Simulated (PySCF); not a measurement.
Computed with B3LYP-D3(BJ)/def2-TZVP // r2SCAN-D4/def2-SVP (PySCF 2.14.0). Isolated molecules, 0 K electronic values unless said otherwise. One relaxed conformer stands for a flexible species; it need not be the lowest. B3LYP has the VWN-RPA correlation part, as in Gaussian. 

Reference species: [Y(F)3] (neutral, multiplicity 1).

| Item | Value |
|---|---|
| mean distance from the central atom to its bonded neighbours | 2.000 Å |
| coordination number | 3 |
| LUMO | -2.79 eV |

Changed species: [Y(F)(NH2)2] (2 of 3 F replaced by NH2; the reference has 0 of 3 F replaced by NH2).

Q: Give the shifts of the mean distance from the central atom to its bonded neighbours, coordination number and LUMO.

A: the mean distance from the central atom to its bonded neighbours rises by 0.105 Å, to 2.105 Å; the coordination number is nearly the same; the LUMO increases by 0.96 eV, to -1.83 eV.
